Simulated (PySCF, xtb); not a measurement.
Te(H)(SiH3) (H₄SiTe), SMILES [SiH3][TeH].

GFN2-xTB (xtb) at its own geometry gives an orbital gap of 4.04 eV and a dipole moment of 0.92 D.

Coordinates come from a B3LYP-D3(BJ)/def2-TZVP optimisation. The def2 effective core potentials stand for the cores of Te; spin–orbit coupling is left out.

Question: What does ωB97X/def2-TZVPD (PySCF) give? (The exact figures need the calculation; the answer reports its results.)

Answer: gap 9.62 eV (levels -8.67 and 0.94 eV), dipole 0.62 D.
